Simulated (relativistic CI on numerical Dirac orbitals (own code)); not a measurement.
## How the errors of a small relativistic CI change along the 8-electron sequence

Levels calculated with a relativistic CI code on KLI orbitals, against measured ones, in five cumulative steps: (1) Dirac-Coulomb, each configuration alone; (2) with Breit and QED terms; (3) with configuration mixing; (4) with scaled Slater integrals; (5) with a P86 correlation estimate. Each ion has its own short list of configurations; levels above 2,000 cm⁻¹ that pair in every step are counted, and ions without enough such levels are left out. The scale is 0.85 up to charge 4 and 0.9 beyond; P86 is a density functional added for each configuration.

Median relative error (%):

```csv
Ion,Ground,Levels,(1),(2),(3),(4),(5)
O I,2s2 2p4,20,13.7,13.7,13.4,10.1,3.8
F II,2s2 2p4,18,5.3,5.4,5.2,3.8,1.1
Ne III,2s2 2p4,23,1.7,1.7,1.9,2.1,0.7
Mg V,2s2 2p4,50,0.7,0.7,0.8,1.0,0.5
Al VI,2s2 2p4,39,0.6,0.5,0.5,0.6,0.3
Si VII,2s2 2p4,38,0.5,0.5,0.5,0.6,0.3
```

Mean absolute error (cm⁻¹):

| Ion | (1) | (2) | (3) | (4) | (5) |
| --- | --- | --- | --- | --- | --- |
| O I | 12085 | 12096 | 11433 | 8701 | 3328 |
| F II | 8790 | 8800 | 7974 | 7477 | 3702 |
| Ne III | 6356 | 6377 | 6882 | 8064 | 4681 |
| Mg V | 6218 | 6357 | 6532 | 7950 | 4340 |
| Al VI | 6700 | 6766 | 5675 | 6609 | 4470 |
| Si VII | 7125 | 7184 | 6942 | 8561 | 4377 |

In step (3), fully ab initio, the relative error is 13.4 % for O I and 0.5 % for Si VII, while the absolute error goes from 11433 to 6942 cm⁻¹. Level energies grow with the charge (linearly within a shell, quadratically where n changes), mostly faster than the correlation that the model misses, so the relative error falls. The sets of levels differ from ion to ion, which blurs the trend. Mixing (step 3) lowers the mean absolute error for 4 of the 6 ions and scaling (step 4) for 2. The P86 step changes the mean absolute error by a factor of 0.4 for the first ion and 0.5 for the last.

Sources of the measured levels: O I, NIST Handbook of Basic Atomic Spectroscopic Data (Sansonetti and Martin, J. Phys. Chem. Ref. Data 34, 1559 (2005)); F II, NIST Handbook of Basic Atomic Spectroscopic Data (Sansonetti and Martin, J. Phys. Chem. Ref. Data 34, 1559 (2005)); Ne III, Moore, Atomic Energy Levels, vol. I, NSRDS-NBS 35 (1971 reprint of NBS Circular 467, 1949); Mg V, NIST levels in Kelleher and Podobedova, J. Phys. Chem. Ref. Data 37, 267 (2008); Al VI, NIST levels in Kelleher and Podobedova, J. Phys. Chem. Ref. Data 37, 709 (2008); Martin and Zalubas, J. Phys. Chem. Ref. Data 8, 817 (1979); Si VII, NIST levels in Kelleher and Podobedova, J. Phys. Chem. Ref. Data 37, 1285 (2008); Martin and Zalubas, J. Phys. Chem. Ref. Data 12, 323 (1983).
